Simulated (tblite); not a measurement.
Compound: C5H10O2P (charge -1).
Atom-mapped SMILES: `[CH2:1]=[CH:2][P@@:3](=[O:4])([O-:5])[CH2:6][CH2:7][CH3:8]` (hydrogens: H9, H10 on C1; H11 on C2; H12, H13 on C6; H14, H15 on C7; H16, H17, H18 on C8)

Structure optimised with GFN2-xTB, isolated species.

Q: List the bond lengths, angles and torsions at this level.

A: 
```
                  bond  length (Å)   order
                 C1=C2       1.318  double
                 C2–P3       1.846  single
                 P3=O4       1.493  double
                 P3–O5       1.489  single
                 P3–C6       1.876  single
                 C6–C7       1.514  single
                 C7–C8       1.525  single
                 C1–H9       1.078  single
                C1–H10       1.085  single
                C2–H11       1.084  single
                C6–H12       1.092  single
                C6–H13       1.092  single
                C7–H14       1.093  single
                C7–H15       1.093  single
C8–H16, C8–H17, C8–H18       1.090  single
```

Bonds in one row agree within 0.01 Å and their mean is given. Orders are formal, as drawn. A selection of angles:
```
   angle  degrees
C1–C2–P3    120.8
C2–P3–O4    108.5
C2–P3–O5    110.5
C2–P3–C6     98.2
O4–P3–O5    119.0
O4–P3–C6    109.3
O5–P3–C6    109.3
P3–C6–C7    105.6
C6–C7–C8    113.5
```

Torsions: C1–C2–P3–O4 -124° (anticlinal); C2–P3–C6–C7 180° (antiperiplanar); P3–C6–C7–C8 176° (antiperiplanar).

Of the pairs four or more bonds apart, O5···H9 is among the closest relative to their van der Waals radii: 2.60 Å, 96 % of the sum of Bondi's values. The 2 C–P bonds span 1.846 Å (C2–P3, drawn single) to 1.876 Å (P3–C6, drawn single), a spread of 0.030 Å. The C–C distances run from 1.318 Å (C1=C2, drawn double) to 1.525 Å (C7–C8, drawn single), a spread of 0.207 Å. C2 (alkene CH carbon) is planar (angles 121.6°, 120.8° and 117.4°, sum 359.8°, 0.03 Å off the plane of its three neighbours). P3 (phosphoryl phosphorus) is distorted tetrahedral (angles from 98.2° to 119.0°). C1 (terminal =CH2 carbon) is planar (angles 123.9°, 119.1° and 116.9°, sum 360.0°, 0.00 Å off the plane of its three neighbours).

Point group: C1 (no symmetry element, even within 0.4 Å). Its GFN2-xTB frequencies are all real (lowest 44 cm⁻¹). 3 starts were optimised and ended at 0.00, 0.84 and 0.99 kcal/mol (GFN2-xTB); the lowest of these is shown.

One conformer stands for the species.

All values are computed, not measured.
